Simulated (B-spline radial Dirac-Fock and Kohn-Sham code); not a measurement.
**Cr²⁺ in Watson spheres of different radius**

The computed values come from a radial atomic solver: ΔSCF Dirac-Fock with Breit, self-energy and vacuum polarisation, finite nucleus, configuration average. The ion, [Ar] 3d4, sits in a hollow sphere of charge Q = -2, a simple model of the Madelung potential. Inside the sphere an electron's potential energy is raised by the constant 14.40·|Q|/R eV, so binding energies fall by about that much as long as the orbitals stay inside.

```csv
radius (Å),14.40 |Q|/R (eV),1s (eV),2s (eV),2p1/2 (eV),2p3/2 (eV),3s (eV),3p1/2 (eV),3p3/2 (eV),3d (eV)
1.6,18.00,6003.0,712.4,598.1,589.6,92.68,58.64,57.63,10.87
2.4,12.00,6008.9,718.3,603.9,595.5,98.57,64.54,63.52,16.76
```

From the smallest to the largest radius 1s moves by +5.9 eV, while the constant potential alone would give +6.0 eV; the difference comes from charge outside the sphere and its screening.
